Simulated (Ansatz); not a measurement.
Reaction (formal exchange of groups at a C–C bond): `CCCCCC` + `[BH2][AlH2]` → `CC[BH][AlH2]` + `CCCC`

Program: Ansatz. Geometries: PBE0-D4/def2-TZVP. ΔE: electronic, gas phase. CCSD(T)/CBS adds triple-zeta CCSD(T) − MP2 to the extrapolated MP2 energy (def2 sets, frozen cores). This one scheme is used for every species. DFT in def2-TZVPP. B3LYP here is the variant with VWN-RPA as its local correlation; programs differ in this. One conformer a species, not always the lowest.

`CCCCCC`:

Z-matrix (Å, degrees):
```
C
C 1 1.520
H 1 1.094 2 111.0
H 1 1.092 2 111.3 3 119.9
H 1 1.093 2 111.8 3 -120.0
C 2 1.524 1 113.9 3 56.2
H 2 1.095 1 109.2 3 -65.2
H 2 1.096 1 109.5 3 179.5
C 6 1.526 2 115.1 1 60.0
H 6 1.096 2 108.8 1 -61.9
H 6 1.095 2 108.9 1 -176.7
C 9 1.524 6 115.1 2 57.2
H 9 1.096 6 108.4 2 179.3
H 9 1.095 6 109.5 2 -65.8
C 12 1.520 9 113.9 6 60.0
H 12 1.095 9 108.4 6 -178.2
H 12 1.096 9 109.8 6 -63.2
H 15 1.092 12 111.3 9 176.1
H 15 1.094 12 111.0 9 56.2
H 15 1.093 12 111.8 9 -63.8
```

`[BH2][AlH2]`:

Cartesian coordinates in Å:
```
B -0.946 -0.497 0.315
Al 0.850 0.447 -0.283
H -1.513 -0.231 1.339
H -1.485 -1.346 -0.341
H 0.825 1.776 -1.163
H 2.268 -0.149 0.133
```

`CC[BH][AlH2]`:

Z-matrix (Å, degrees):
```
C
C 1 1.523
H 1 1.095 2 111.0
H 1 1.093 2 112.6 3 120.2
H 1 1.094 2 111.0 3 -119.5
B 2 1.558 1 118.8 3 56.6
H 2 1.105 1 110.4 3 -62.6
H 2 1.099 1 111.2 3 -175.7
Al 6 2.131 2 125.8 1 -6.9
H 6 1.207 2 115.1 1 174.8
H 9 1.597 6 121.5 2 93.4
H 9 1.597 6 121.7 2 -87.7
```

`CCCC`:

Cartesian coordinates in Å:
```
C -0.696 -1.681 -0.694
C -0.689 -0.239 -0.215
C 0.688 0.239 0.217
C 0.696 1.681 0.693
H -0.356 -2.359 0.094
H -1.696 -2.000 -0.998
H -0.030 -1.814 -1.551
H -1.387 -0.124 0.621
H -1.062 0.416 -1.011
H 1.388 0.122 -0.620
H 1.061 -0.415 1.014
H 0.028 1.817 1.548
H 0.359 2.358 -0.097
H 1.696 1.999 0.998
```

```
             level  ΔE (kJ/mol)  difference from CCSD(T)/CBS
            PBE-D4        -53.9                        -11.2
         r2SCAN-D4        -51.5                         -8.8
           PBE0-D4        -50.4                         -7.7
          B3LYP-D4        -48.3                         -5.6
           ωB97X-V        -43.3                         -0.6
           ωB97M-V        -45.9                         -3.2
            B2PLYP        -49.7                         -7.0
               PBE        -59.0                        -16.3
            r2SCAN        -53.4                        -10.7
              PBE0        -54.9                        -12.2
             B3LYP        -55.8                        -13.1
     HF/def2-TZVPP        -45.5                         -2.8
    MP2/def2-TZVPP        -40.7                          2.0
SCS-MP2/def2-TZVPP        -39.9                          2.8
   CCSD/def2-TZVPP        -40.9                          1.8
CCSD(T)/def2-TZVPP        -40.8                          1.9
     HF/def2-QZVPP        -45.6                         -2.9
    MP2/def2-QZVPP        -41.8                          0.9
SCS-MP2/def2-QZVPP        -41.1                          1.6
      HF/CBS(def2)        -45.6                         -2.9
     MP2/CBS(def2)        -42.6                          0.1
    CCSD/CBS(def2)        -42.8                         -0.1
       CCSD(T)/CBS        -42.7                            0
```

Largest T1 diagnostic among the species: 0.011.

In def2-TZVPP, CCSD(T) changes the Hartree–Fock value by +4.7 kJ/mol (the triples alone add +0.1 kJ/mol) and MP2 by +4.8 kJ/mol. The D4 term adds +7.5 kJ/mol with B3LYP and +4.6 kJ/mol with PBE0; it sums over pairs of atoms, weighted by their polarisabilities, and B3LYP, whose exchange is more repulsive, gets the larger term.
